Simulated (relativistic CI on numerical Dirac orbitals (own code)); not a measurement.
A reference radial Dirac CI calculation of Se10+ gave the lowest total energy -2387.72927 Ha in 53 SCF steps, from this input:

```
atom Se  Z=34  charge=10  electrons=24
nucleus A=80  rms_radius_fm=4.1400
hamiltonian dirac-coulomb  breit=on  qed=on  c_scale=1
orbitals kli  potential=per-configuration
slater_scale 1
correlation none
mixing on
grid step=0.0125 r_max=13.5
scf mixing=0.4 start=green max_iterations=150 tolerance=2e-08 node_fill=0.05
configurations
  [Ar] 3d6
  [Ne] 3s2 3p5 3d7
  [Ne] 3s2 3p4 3d8
  [Ne] 3s 3p6 3d7
  [Ar] 3d5 4s
end
```

One setting was then changed (and the iteration limit cut to 78), and the output read:

```
SCF 1: [Ar] 3d6
 iter      energy (Ha)   residual   last orbital (Ha)
      1s not found; potential halved back
error: SCF of 1s2 2s2 2p6 3s2 3p6 3d6 stopped: an orbital could not be found
end: not converged
```

(1) Which setting was changed?
A. speed of light
B. charge
C. configuration list
D. node fill of the KLI weights

Results:

(1) A. The speed of light × 0.2. This setting is bad on purpose; its numbers may not be properties of the ion.
